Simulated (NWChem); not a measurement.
Species: GaNH$_{2}$F$_{2}$; SMILES [NH2][Ga]([F])[F]

```xyz
6

Ga    -0.0001    -0.0256    -0.0299
F      1.4712    -0.9534     0.0440
F     -1.4775    -0.9439     0.0438
N      0.0056     1.7535    -0.1503
H     -0.8389     2.3031    -0.2358
H      0.8536     2.2976    -0.2358
```
Atoms are numbered in this order, from 1.

All runs use the structure optimised with PBE0/def2-SVP.

Q: Give the principal values of the shielding tensors (ppm) of Ga1, F2, N4 from B3LYP/6-311G** (spherical d), GIAO (NWChem), with their diamagnetic and paramagnetic parts as GIAO splits them.

A: 
```csv
atom,σ11,σ22,σ33,isotropic,diamagnetic,paramagnetic
Ga1,1266.8,1475.4,1775.3,1505.8,2640.7,-1134.9
F2,264.9,347.1,441.6,351.2,473.6,-122.3
N4,229.0,253.7,286.6,256.4,316.3,-59.8
```
